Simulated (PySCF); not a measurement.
## Cr (chromium, neutral): UHF calculation

Configuration: [Ar] 3d5 4p1, high-spin 7P determinant (an excited configuration). Computed with PySCF 2.14 in aug-cc-pVDZ-DK (7s6p4d2f, 59 functions), with the spin-free X2C one-electron Hamiltonian (Gaussian nucleus).

```
Total energy                                                  : -1049.554574 hartree
One-electron energy                                           : -1446.3341 hartree
Hartree (Coulomb) energy                                      : 444.9629 hartree
Exchange energy                                               : -48.1834 hartree
⟨S²⟩                                                          : 12.0001
⟨L²⟩                                                          : 2.078
Sum of ⟨r⟩                                                    : 21.97 bohr
Sum of ⟨r²⟩                                                   : 54.09 bohr²
Traceless quadrupole moment −½Σ⟨3z² − r²⟩ along its main axis : -13.5 e·bohr²
Langevin diamagnetic susceptibility                           : -42.8 ×10⁻⁶ cm³/mol
```

```csv
shell,electrons,mean orbital energy (eV),spread (eV),"rms radius, mean of both spins (bohr)"
1s α,1,-6043.1,0,0.0734
1s β,1,-6043.0,0,0.0734
2s α,1,-725.47,0,0.316
2s β,1,-722.84,0,0.316
2p α,3,-606.85,0.061,0.287
2p β,3,-604.18,0.020,0.287
3s α,1,-97.276,0,0.973
3s β,1,-87.960,0,0.973
3p α,3,-63.703,0.115,1.06
3p β,3,-52.201,0.085,1.06
3d α,5,-11.822,0.326,1.57
4p α,1,-3.391,0,5.70
```

Densities and radii are taken from the X2C orbitals without a picture-change correction, which distorts them close to the nucleus.

Spin-orbit constants ζ (cm⁻¹) from the X2C one-electron operator on these orbitals: bare nucleus, nucleus screened by l(l+1)(2l+1)/3 electrons, and screened by the Breit-Pauli mean field of the electrons.

```csv
shell,bare,screened nucleus,mean field
2p,49410,45300,43430
3p,5625,5156,4909
3d,407.0,237.4,206.8
4p,132.4,121.4,114.4
```

To first order the Landé constant is A = 19.07 cm⁻¹, so the lowest level has J = 2 and lies 0.00946 eV below the centre of the term. This holds in LS coupling only.
